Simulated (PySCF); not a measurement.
Si²⁺ (silicon, charge +2): B3LYP calculation

Configuration: [Ne] 3s2, closed-shell 1S. Calculation: PySCF 2.14, in jorge-DZP-DKH (7s4p1d, 24 functions); the spin-free X2C one-electron Hamiltonian (Gaussian nucleus).

* Total energy: -289.0984 hartree
* One-electron energy: -390.9863 hartree
* Hartree (Coulomb) energy: 122.2152 hartree
* Exchange-correlation energy: -20.3273 hartree
* ⟨S²⟩: 0.0000
* ⟨L²⟩: 0.000
* Sum of ⟨r⟩: 8.486 bohr
* Sum of ⟨r²⟩: 11.74 bohr²
* Langevin diamagnetic susceptibility: -9.30 ×10⁻⁶ cm³/mol
* Time after the integrals: 0.2 s of wall time on 1 thread of Neoverse-N1 (shared host)

```csv
shell,electrons,mean orbital energy (eV),"rms radius, mean of both spins (bohr)"
1s,2,-1827.3,0.129
2s,2,-166.89,0.618
2p,6,-121.54,0.601
3s,2,-29.567,2.09
```

Densities and radii are taken from the X2C orbitals without a picture-change correction, which distorts them close to the nucleus.
